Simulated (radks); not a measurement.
Results of a calculation; reference values are marked as such.
Dynamic dipole polarisability and lines of the gallium ion Ga3+, [Ar] 3d10. Code: a radial shooting solver on a logarithmic mesh with Libxc functionals. Model: non-relativistic Kohn-Sham, PBE, spin-polarised, spherical densities, point nucleus. Time-dependent linear response with the Hartree and adiabatic LDA kernel, continuum included through the Sternheimer equations. Lines are the poles of the dipole polarisability below minus the highest occupied eigenvalue, found on a grid refined at the orbital gaps; the lowest seven at most are given, and weak or close lines can be missed. The first line takes the name of the lowest orbital gap if no other gap lies below it; otherwise a line is named after a gap within 0.6 % of it, if that gap stands alone.

| photon energy (eV) | alpha (bohr^3) |
|---|---|
| 0 | 1.459 |
| 0.868 | 1.460 |
| 4.338 | 1.478 |
| 7.809 | 1.522 |
| 11.280 | 1.604 |
| 14.750 | 1.746 |
| 18.221 | 2.014 |
| 21.691 | 2.658 |
| 25.162 | 6.534 |
| 28.633 | -2.027 |
| 32.103 | 0.1174 |
| 35.574 | 0.7573 |
| 39.045 | 1.331 |
| 42.515 | 1.626 |
| 45.986 | 0.1063 |

Lines (eV, oscillator strength): 26.496 (46.79 nm, 3d-4p), f = 0.507; 41.261 (30.05 nm, 3d-5p), f = 0.0496; 44.521 (27.85 nm, 3d-4f), f = 0.192; 45.939 (26.99 nm, 3d-6p), f = 0.00869; 46.159 (26.86 nm, 3d-6p), f = 0.0168. Higher lines, where found, are left out when the end of the mesh affects them. Those listed give 44 % of the static polarisability (sum of f/w^2). Orbital energy gaps for comparison: 3d-4p 25.820 eV; 3d-5p 41.114 eV; 3d-4f 44.535 eV; 3d-6p 46.093 eV. At laser wavelengths: 1550 nm 1.460, 1064 nm 1.460, 780 nm 1.462, 532 nm 1.464, 355 nm 1.471, 266 nm 1.481, 193 nm 1.501 bohr^3.
